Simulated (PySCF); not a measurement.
# C₆H₅NO: calculation and literature

Molfile (atoms numbered from 1):
```
C6H5NO
     RDKit          3D

 13 13  0  0  0  0  0  0  0  0999 V2000
    3.0907    0.3180   -0.5997 O   0  0  0  0  0  0  0  0  0  0  0  0
    2.2848   -0.5383   -0.3412 C   0  0  0  0  0  0  0  0  0  0  0  0
    0.8362   -0.2759   -0.1119 C   0  0  0  0  0  0  0  0  0  0  0  0
    0.3391    1.0287   -0.1788 C   0  0  0  0  0  0  0  0  0  0  0  0
   -1.0202    1.2238    0.0363 C   0  0  0  0  0  0  0  0  0  0  0  0
   -1.8158    0.1116    0.3064 C   0  0  0  0  0  0  0  0  0  0  0  0
   -1.2156   -1.1495    0.3516 C   0  0  0  0  0  0  0  0  0  0  0  0
    0.0814   -1.3449    0.1481 N   0  0  0  0  0  0  0  0  0  0  0  0
    2.5542   -1.6193   -0.2527 H   0  0  0  0  0  0  0  0  0  0  0  0
    1.0292    1.8464   -0.3962 H   0  0  0  0  0  0  0  0  0  0  0  0
   -1.4562    2.2249   -0.0057 H   0  0  0  0  0  0  0  0  0  0  0  0
   -2.8890    0.2142    0.4808 H   0  0  0  0  0  0  0  0  0  0  0  0
   -1.8189   -2.0396    0.5629 H   0  0  0  0  0  0  0  0  0  0  0  0
  1  2  2  0
  2  3  1  0
  3  4  2  0
  4  5  1  0
  5  6  2  0
  6  7  1  0
  7  8  2  0
  8  3  1  0
  2  9  1  0
  4 10  1  0
  5 11  1  0
  6 12  1  0
  7 13  1  0
M  END
```

Theory: geometry: PBE0-D3(BJ)/def2-SVP, σ from GIAO-PBE0/pcSseg-1, in PySCF 2.14 (in vacuum, single conformer, relativity neglected).

Reference values: estimated from measurements, as parent shift plus tabulated substituent increment (solution, not stated per compound (mostly CDCl3 or CCl4); Pretsch, Buehlmann, Badertscher, Structure Determination of Organic Compounds, 4th ed. (2009)).
```json
{"atoms": "C3", "quantity": "δ $^{13}$C", "reference": "152.8", "computed": "156.7", "computed, scaled": "151.6"}
{"atoms": "C7", "quantity": "δ $^{13}$C", "reference": "150.2", "computed": "155.7", "computed, scaled": "150.6"}
{"atoms": "C5", "quantity": "δ $^{13}$C", "reference": "137.1", "computed": "142.1", "computed, scaled": "137.4"}
{"atoms": "C6", "quantity": "δ $^{13}$C", "reference": "127.9", "computed": "132.9", "computed, scaled": "128.4"}
{"atoms": "C4", "quantity": "δ $^{13}$C", "reference": "121.7", "computed": "127.1", "computed, scaled": "122.8"}
{"atoms": "H13", "quantity": "δ $^{1}$H", "reference": "8.80", "computed": "8.91", "computed, scaled": "8.66"}
{"atoms": "H10", "quantity": "δ $^{1}$H", "reference": "7.98", "computed": "8.21", "computed, scaled": "7.99"}
{"atoms": "H11", "quantity": "δ $^{1}$H", "reference": "7.88", "computed": "7.96", "computed, scaled": "7.76"}
{"atoms": "H12", "quantity": "δ $^{1}$H", "reference": "7.56", "computed": "7.41", "computed, scaled": "7.23"}
```

Computed shifts are σ(ref) − σ with the named reference compound (TMS for H and C) calculated as an isolated molecule at the same level. The measured values may be among those fitted. Shieldings were converted by linear fits to measured shifts (mostly CDCl3, TMS scale, for H and C): $^{13}$C: δ = 178.46 − 0.972σ (rms 2.0 ppm, 209 shifts, 2.2 ppm with the 3 outliers that the fit left out); $^{1}$H: δ = 29.85 − 0.948σ (rms 0.21 ppm, 133 shifts). A few per cent of atoms miss by over 2 rms, more outside the fitted compound classes.

(1) How far are the unscaled $^{13}$C shifts from the references?

(2) How far are the unscaled $^{1}$H shifts from the references?

Answers

(1) Mean signed difference +4.96 ppm, mean absolute 4.96 ppm over 5 comparisons; the largest is +5.5 ppm at C7 (aromatic CH next to a ring nitrogen).

(2) Mean signed difference +0.07 ppm, mean absolute 0.14 ppm over 4 comparisons; the largest is +0.23 ppm at H10 (hydrogen on an aromatic CH).
